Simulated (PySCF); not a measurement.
**Electronic absorption of C6H6N2O2**

Species: C6H6N2O2.
InChI=1S/C6H6N2O2/c1-5(9)10-6-4-7-2-3-8-6/h2-4H,1H3

Theory: PySCF, TDDFT PBE0/def2-SVPD, vertical, gas phase, core orbitals frozen in the response. The structure is a single GFN2-xTB conformer in the gas phase; no vibrational or solvent corrections.

```json
{"state": "S1", "E (eV)": "4.24", "E (hartree)": "0.1557", "f": "0.0047", "|μ| (D)": "0.54", "main configurations (H = HOMO, L = LUMO)": "H→L (97%)"}
{"state": "S2", "E (eV)": "4.86", "E (hartree)": "0.1787", "f": "0.0003", "|μ| (D)": "0.12", "main configurations (H = HOMO, L = LUMO)": "H→L+1 (94%)"}
{"state": "S3", "E (eV)": "5.30", "E (hartree)": "0.1950", "f": "0.149", "|μ| (D)": "2.72", "main configurations (H = HOMO, L = LUMO)": "H-1→L (88%)"}
{"state": "S4", "E (eV)": "5.56", "E (hartree)": "0.2043", "f": "0.0072", "|μ| (D)": "0.59", "main configurations (H = HOMO, L = LUMO)": "H-2→L (44%), H-2→L+1 (28%), H-2→L+2 (16%)"}
{"state": "S5", "E (eV)": "5.71", "E (hartree)": "0.2099", "f": "0.0011", "|μ| (D)": "0.22", "main configurations (H = HOMO, L = LUMO)": "H-3→L (66%), H-2→L+1 (18%)"}
{"state": "S6", "E (eV)": "5.94", "E (hartree)": "0.2184", "f": "0.054", "|μ| (D)": "1.55", "main configurations (H = HOMO, L = LUMO)": "H-1→L+1 (57%), H-2→L (19%), H-3→L (14%)"}
```

Triplets (Tamm–Dancoff): T1 3.52 eV, H→L (96%); T2 4.04 eV, H-1→L (97%).

The lowest singlet lies at 4.24 eV (293 nm, ultraviolet) and is very weak; its leading configuration is HOMO→LUMO (97%). The strongest level in the table is S3 at 5.30 eV (234 nm, f = 0.149). Löwdin shares by element: HOMO nitrogen 54%, carbon 19% or more (atoms not listed hold the other 27%); LUMO nitrogen 48%, carbon 22% or more (atoms not listed hold the other 30%). Weighted by f, the mean energy of these states is 5.45 eV. The listed states span 1.71 eV, and the widest gap between neighbours is 0.63 eV (S1 to S2). Orbital energies (eV): HOMO-3 -9.17, HOMO-2 -8.56, HOMO-1 -7.86, HOMO -7.60, LUMO -1.64, LUMO+1 -1.09, LUMO+2 0.01. Only the lowest 6 singlets were computed, as vertical energies without vibronic structure.
